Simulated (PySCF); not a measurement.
Ge(F)(Cl)2(NH2) (Cl2FGeH2N), SMILES [NH2][Ge]([F])([Cl])[Cl].

Geometry optimised at B3LYP-D3(BJ)/def2-SVP. This is a generated structure with no PubChem entry under its InChIKey; it may be hypothetical. Other conformers were not sampled.

Calculation: B3LYP/def2-TZVP (PySCF).

Isolated molecule, no solvent.

```yaml
total_energy: -3153.52306 hartree
highest_occupied_level: -8.42 eV
lowest_empty_level: -1.67 eV
orbital_gap: 6.74 eV
dipole_moment: 2.96 D
quadrupole, principal values (traceless, Buckingham form, about the centre of nuclear charge): -7.41, -0.37, 7.78 D·Å
mean_static_polarisability: 58.0 bohr³ (8.59 Å³)
polarisability_principal_values: 47.0, 59.5, 67.3 bohr³
```
